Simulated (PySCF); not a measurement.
Ionisation energy of Rb²⁺ by level of theory

Rb²⁺ [Ar] 3d10 4s2 4p5 (2P) → Rb³⁺ [Ar] 3d10 4s2 4p4 (3P), as a difference of total energies. All numbers are calculated (PySCF 2.14, scalar relativity by spin-free X2C-1e, in x2c-TZVPall). Correlated levels: valence: [Ar] 3d10 4s2 frozen. The calculations carry no spin-orbit coupling.

| method | ionisation energy (eV) |
| --- | --- |
| UHF | 38.176 |
| PBE0 | 39.316 |
| LDA | 39.598 |
| MP2 (valence) | 39.128 |
| SCS-MP2 (valence) | 39.179 |

Q: How much does correlation contribute at MP2 (valence)?

A: 39.128 − (38.176) = 0.952 eV, measured against UHF.

The reference lies between the lowest fine-structure levels, while these numbers refer to the centres of the terms.

Errors of the correlated levels include the incompleteness of this basis and the frozen core.

For comparison: 39.247 eV (semi-empirical (NIST evaluation); NIST Atomic Spectra Database, ionization energies).
